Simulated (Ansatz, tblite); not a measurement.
Removing and adding an electron: Cd12H32Se12. Charge 0, multiplicity 1. Geometry: PBE-D4/def2-SVP. Ansatz, gas phase; energy differences of separate SCF runs; the oxidised species was run as a doublet alone; the reduced species was run as a doublet alone.

```xyz
56

Cd   -2.523    2.044   -2.783
Cd   -5.840   -0.748    0.051
Cd   -2.514   -4.759    0.698
Cd    1.681    3.193   -4.283
Cd    2.904   -2.806   -3.243
Cd   -1.265   -2.500   -1.651
Cd   -0.336    1.054    0.022
Cd   -0.992   -2.165    2.689
Cd    2.878   -1.204    0.932
Cd    2.344    3.567    0.267
Cd    2.296   -3.267    3.691
Cd    2.266    1.808    5.126
Se   -3.098   -0.433   -1.658
Se   -0.213    1.282   -4.076
Se   -0.588    3.436   -0.778
Se    0.216   -2.666   -3.814
Se   -3.470   -2.329    1.827
Se    0.141   -4.580    2.077
Se    3.164   -0.215   -4.952
Se    2.958    2.279   -2.089
Se    4.251   -1.402   -1.298
Se    0.202   -1.328    0.346
Se    0.659   -1.049    4.402
Se    2.636    1.359    1.934
H    -3.675    3.217   -3.205
H    -4.228    3.383   -0.015
H    -5.699    0.750    0.834
H    -6.202   -2.205   -0.730
H    -3.243   -6.249    1.082
H    -1.951   -4.022   -0.943
H     1.994    4.424   -5.400
H     3.749   -4.134   -3.927
H    -2.887    1.365    1.146
H    -0.565    2.088    2.609
H     2.601    5.179    0.734
H     0.017    4.717    2.644
H     2.847   -4.356    4.879
H     3.156   -2.426    2.243
H     3.669    0.921    5.455
H     0.918    2.827    4.974
H    -3.712   -0.809   -2.958
H    -4.601    2.743    0.200
H    -0.818    1.550   -5.406
H    -1.437    3.819    0.383
H     0.138   -1.180   -3.989
H    -4.050   -2.950    3.046
H    -2.800    0.647    1.417
H    -0.367   -5.319    3.261
H     2.887   -0.878   -6.255
H     4.630   -0.344   -5.170
H     4.170    3.116   -2.281
H     3.798   -0.033   -1.705
H    -0.520    1.354    2.844
H     0.095   -1.668    5.629
H     0.235    4.263    3.228
H     4.095    1.641    1.939
```

In the def2 sets Cd takes a core potential; there is no spin–orbit coupling. The xTB rows come from tblite. Single mean-field runs in def2-SVP are fitted with def2-universal-jkfit. HOMO above LUMO, or a gap near zero within one spin, warns that the state may not be the lowest or that an electron is smeared out. In the singlet geometry the species has come apart into loosely held pieces. In the singlet, H26 and H42 lie 0.77 Å apart, H36 and H55 lie 0.77 Å apart, H33 and H47 lie 0.77 Å apart (atoms count from 1), so H2 has formed as a molecule. In the doublet geometry the species has come apart into loosely held pieces.

Question: Estimate orbital energies and vertical ionisation energies and electron affinities at: GFN1-xTB; GFN2-xTB; PBE-D4/def2-SVP; B97M-V/def2-SVP; PBE0-D4/def2-SVP.

Answer: 
```csv
level,−HOMO (eV),vertical IE (eV),−LUMO (eV),vertical EA (eV),HOMO–LUMO gap (eV),IE − EA (eV),remarks
GFN1-xTB,9.81,11.14,7.08,5.86,2.73,5.27,–
GFN2-xTB,10.06,11.68,8.28,6.72,1.78,4.96,–
PBE-D4/def2-SVP,6.01,–,3.40,1.92,2.61,–,gap within one spin near zero (-1 doublet)
B97M-V/def2-SVP,6.36,–,3.42,1.86,2.94,–,–
PBE0-D4/def2-SVP,7.06,8.06,2.72,1.77,4.35,6.29,–
```

Run but left out: PBE-D4/def2-SVP, B97M-V/def2-SVP (charge +1 doublet: an occupied level 0.02 to 0.03 eV above an empty one).   Raw xTB energy differences between charge states are shifted by several eV; the methods need an empirical correction for them. Sets without diffuse functions give affinities that are too small.
